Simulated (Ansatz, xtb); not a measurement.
Relative energy of two isomers of C4H4ClFO3

Structure X: `O=C1OC[C@@H](Cl)[C@@H](F)O1`, a singlet. Structure Y: `O=C1OC[C@](F)(CCl)O1`, a singlet. Both are isolated molecules in the gas phase, relaxed with B3LYP-D3(BJ)/def2-SVP, each in the lowest conformer that the search found.

X (Å):

```xyz
13

C     1.3915    0.9259   -1.8497
C    -0.8096    0.6685   -0.8010
C    -0.4065    1.8291    0.0874
C     1.0541    1.6192    0.4544
Cl   -1.4527    1.9041    1.5371
F     1.1892    0.4374    1.1307
O     2.1352    0.7589   -2.7605
O     0.1009    0.5510   -1.8987
O     1.8186    1.5711   -0.7141
H    -0.7985   -0.2635   -0.2159
H    -1.8076    0.8133   -1.2335
H    -0.5017    2.7882   -0.4405
H     1.4701    2.4254    1.0754
```

Y (Å):

```xyz
13

C    -0.5264    0.2878    1.1606
C    -1.7021   -0.5853   -0.5852
C    -1.9750    0.9234   -0.4844
C    -1.8185    1.7488   -1.7508
Cl   -0.1830    1.5779   -2.4560
F    -3.2648    1.1355   -0.0481
O     0.1868    0.3815    2.1003
O    -0.9090   -0.8594    0.5605
O    -1.0941    1.3543    0.5034
H    -2.6428   -1.1499   -0.5351
H    -1.1402   -0.8433   -1.4939
H    -1.9853    2.8048   -1.5030
H    -2.5585    1.4257   -2.4947
```

Quicker runs give these differences E(Y) − E(X): GFN2-xTB −6.0 kcal/mol; HF/STO-3G −14.0 kcal/mol (at GFN2-xTB geometries); r2SCAN-D4/def2-SVP −7.7 kcal/mol (at GFN2-xTB geometries).

Question: Estimate E(Y) − E(X) at the level CCSD(T)/def2-SVP + ΔMP2/def2-TZVPP.

Answer: Calculated at CCSD(T)/def2-SVP + ΔMP2/def2-TZVPP: E(Y) − E(X) = −8.8 kcal/mol, so structure Y lies lower.

Level by level:

```
                             level               geometry  E(Y) − E(X) (kcal/mol)  departure from the last row (kcal/mol)  job, with rough time for the two
                          GFN2-xTB               GFN2-xTB                      −6.0                                    +2.8               optimisation, 0.2 s
                         HF/STO-3G               GFN2-xTB                     −14.0                                    −5.3              single point, 0.52 s
                r2SCAN-D4/def2-SVP               GFN2-xTB                      −7.7                                    +1.1               single point, 4.8 s
             B3LYP-D3(BJ)/def2-SVP  B3LYP-D3(BJ)/def2-SVP                      −7.3                                    +1.5                optimisation, 60 s
                       HF/def2-SVP  B3LYP-D3(BJ)/def2-SVP                      −7.7                                    +1.1           part of the CCSD(T) run
                      MP2/def2-SVP  B3LYP-D3(BJ)/def2-SVP                      −7.7                                    +1.1           part of the CCSD(T) run
                  CCSD(T)/def2-SVP  B3LYP-D3(BJ)/def2-SVP                      −7.8                                    +1.0                      single point
CCSD(T)/def2-SVP + ΔMP2/def2-TZVPP  B3LYP-D3(BJ)/def2-SVP                      −8.8                                                     single point, 2.4 min
```

As drawn, both hold the same kinds of bond in the same numbers. Structure X has a 6-membered ring, Y a 5-membered ring.

The levels shown agree on the order. The largest departure from CCSD(T)/def2-SVP + ΔMP2/def2-TZVPP is that of HF/STO-3G, 5.3 kcal/mol. The last row adds to CCSD(T) the change of the MP2 difference between the two basis sets, here −1.0 kcal/mol.

With thermal terms from frequencies at re-optimised GFN2-xTB minima (ideal gas, soft modes damped towards free rotors, one conformer each, 298.15 K, 1 atm): the zero-point term adds −0.4 kcal/mol; ΔH is −9.1 and ΔG −9.4 kcal/mol.

The correlated steps freeze 13 core orbitals. Programs: Ansatz 0.2.0, xtb 6.7.1; the last row on 4 threads of Arm Neoverse V1 on a shared host.
